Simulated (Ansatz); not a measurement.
`C[NH][Ga]([Cl])[Cl]` and `[NH2][Ga]([Cl])[Cl]` differ in one atom or group.

Ansatz, PBE0-D4/def2-TZVP geometries, multiplicity 1. Each molecule was computed in one conformer, which needn't be the lowest.

Scalar relativity is left out up to krypton.

```csv
property,`C[NH][Ga]([Cl])[Cl]`
HOMO energy (B3LYP/def2-TZVPP) / eV,-7.10
LUMO energy (PBE0/def2-TZVPP) / eV,-0.95
HOMO energy (PBE0/def2-TZVPP) / eV,-7.32
size of the dipole moment (PBE/def2-TZVPP) / D,2.76
HOMO energy (ωB97M-V/def2-TZVPP) / eV,-9.64
LUMO energy (PBE/def2-TZVPP) / eV,-1.90
```

Task: Give the same properties after the change, and the shifts. (Best estimate.)

Result: Ansatz gave: 
```csv
property,`[NH2][Ga]([Cl])[Cl]`,shift
HOMO energy (B3LYP/def2-TZVPP) / eV,-7.81,-0.71
LUMO energy (PBE0/def2-TZVPP) / eV,-1.01,-0.06
HOMO energy (PBE0/def2-TZVPP) / eV,-8.07,-0.75
size of the dipole moment (PBE/def2-TZVPP) / D,2.62,-0.14
HOMO energy (ωB97M-V/def2-TZVPP) / eV,-10.44,-0.80
LUMO energy (PBE/def2-TZVPP) / eV,-1.96,-0.06
```

With PBE0 the HOMO falls by 0.75 eV and the LUMO falls by 0.06 eV, so the gap widens by about 0.69 eV. PBE moves the HOMO by -0.65 eV and ωB97M-V by -0.80 eV. The zero-point energy changes by -76.5 kJ/mol with -9 modes. Dipoles are sizes alone; their direction can turn.

B3LYP here is the variant with VWN-RPA as its local correlation; programs differ in this.
